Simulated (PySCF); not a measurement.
C4H8OS, SMILES O=CCCCS.

The structure is a stationary point at PBE-D3(BJ)/def2-SVP. One conformer was computed; it need not be the lowest.

The numbers are results of PBE-D3(BJ)/def2-SVP (PySCF 2.14.0), not measurements.

Frequencies are harmonic and unscaled.

### Question
Give all harmonic wavenumbers and intensities. (An estimate is asked for; the answer gives what the named calculation found.)

### Answer

| mode | ν (cm⁻¹) | IR (km/mol) | moving atoms (share of kinetic energy) |
|---|---|---|---|
| 1 | 57 | 0.9 | O 39 %, C 33 %, H 24 % |
| 2 | 60 | 1.0 | C 36 %, H 24 %, O 24 %, S 16 % |
| 3 | 103 | 7.4 | H 40 %, C 32 %, S 25 % |
| 4 | 150 | 13.8 | H 81 %, C 13 % |
| 5 | 248 | 1.0 | C 50 %, H 46 % |
| 6 | 256 | 4.3 | C 44 %, S 27 %, H 25 % |
| 7 | 411 | 1.5 | C 55 %, H 28 %, O 13 % |
| 8 | 502 | 14.0 | C 38 %, H 34 %, O 26 % |
| 9 | 656 | 0.7 | C 48 %, H 29 %, S 23 % |
| 10 | 739 | 1.6 | H 66 %, C 28 % |
| 11 | 769 | 4.6 | H 71 %, C 28 % |
| 12 | 877 | 2.4 | H 74 %, C 24 % |
| 13 | 877 | 11.5 | H 78 %, C 18 % |
| 14 | 955 | 9.4 | C 62 %, H 36 % |
| 15 | 1021 | 1.6 | H 67 %, C 31 % |
| 16 | 1039 | 18.2 | C 53 %, H 46 % |
| 17 | 1086 | 8.4 | C 66 %, H 33 % |
| 18 | 1123 | 2.9 | H 70 %, C 29 % |
| 19 | 1175 | 1.0 | H 71 %, C 27 % |
| 20 | 1223 | 12.3 | H 76 %, C 24 % |
| 21 | 1236 | 9.9 | H 70 %, C 29 % |
| 22 | 1280 | 15.6 | H 86 %, C 13 % |
| 23 | 1334 | 7.2 | H 61 %, C 39 % |
| 24 | 1370 | 7.2 | H 80 %, C 11 %, O 8 % |
| 25 | 1381 | 3.1 | H 91 %, C 9 % |
| 26 | 1406 | 11.5 | H 92 % |
| 27 | 1411 | 2.1 | H 90 %, C 10 % |
| 28 | 1803 | 196.4 | C 61 %, O 37 % |
| 29 | 2618 | 6.2 | H 97 % |
| 30 | 2737 | 146.3 | H 93 % |
| 31 | 2945 | 5.8 | H 94 % |
| 32 | 2964 | 18.1 | H 94 % |
| 33 | 2980 | 19.1 | H 95 % |
| 34 | 3013 | 12.7 | H 91 %, C 9 % |
| 35 | 3045 | 13.1 | H 90 %, C 10 % |
| 36 | 3053 | 7.1 | H 91 %, C 9 % |
